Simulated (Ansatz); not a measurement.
Ansatz (a quantum-chemistry and plane-wave program) input:

Ansatz 0.2 input:
```yaml
crystal:
  periodic: [false, false, false]
  atoms:
    - {symbol: Si, position_ang: [-0.12715094, -0.25195329, -0.27007601]}
    - {symbol: F, position_ang: [-0.74687488, -0.71975965, 1.13064117]}
    - {symbol: F, position_ang: [-0.72888459, 1.18221121, -0.65217284]}
    - {symbol: N, position_ang: [1.55350392, -0.04291937, -0.03011161]}
    - {symbol: H, position_ang: [2.08795311, -0.77582140, 0.41336219]}
    - {symbol: H, position_ang: [2.09946784, 0.44153906, -0.72773167]}
basis:
  gaussian:
    orbitals: def2-TZVPD
hamiltonian:
  xc: {name: PBE}
magnetization: {spin_polarized: true, initial_magnetization: 1}
output: {forces: true}
```

### Question
Which total energy does the run end on?

### Answer
-544.97611 Eh (PBE/def2-TZVPD). The basis has 178 functions.

It need not be the lowest isomer of its formula.
